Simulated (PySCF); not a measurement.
Mapped SMILES: `[N:1]#[C:2][C-:3]([F:4])[CH:5]1[CH2:6][CH2:7]1` (H(Xn): hydrogen on atom n). Ha(C6), Ha(C7) are cis to C3 on the ring; Hb(C6), Hb(C7) are trans to C3 on the ring.

Geometry: GFN2-xTB; GIAO absolute shieldings from PySCF, gas phase, non-relativistic, averaged over equivalent atoms.

At PBE0/3-21G (73 basis functions, roughly 13 core-seconds):
| atoms | σ (ppm) |
| --- | --- |
| N1 | -60.6 |
| C2 | 86.8 |
| C3 | 95.6 |
| C5 | 188.4 |
| C6/C7 | 199.6 |
| F4 | 502.7 |
| H(C5) | 31.76 |
| Hb(C6)/Hb(C7) | 32.88 |
| Ha(C6)/Ha(C7) | 33.02 |

Problem. Estimate the result of repeating the calculation with CAM-B3LYP/aug-cc-pVDZ.

Solution. 
```csv
atoms,σ at CAM-B3LYP/aug-cc-pVDZ,change
N1,-84.7,-24.1
C2,62.7,-24.1
C3,59.3,-36.3
C5,175.8,-12.6
C6/C7,190.5,-9.1
F4,467.1,-35.6
H(C5),29.72,-2.04
Hb(C6)/Hb(C7),31.69,-1.19
Ha(C6)/Ha(C7),31.66,-1.36
```

The largest change is at C3 (carbanion centre). Cost: 206 basis functions, of the order of 90 core-seconds. The order of the carbon signals changes between the two levels.
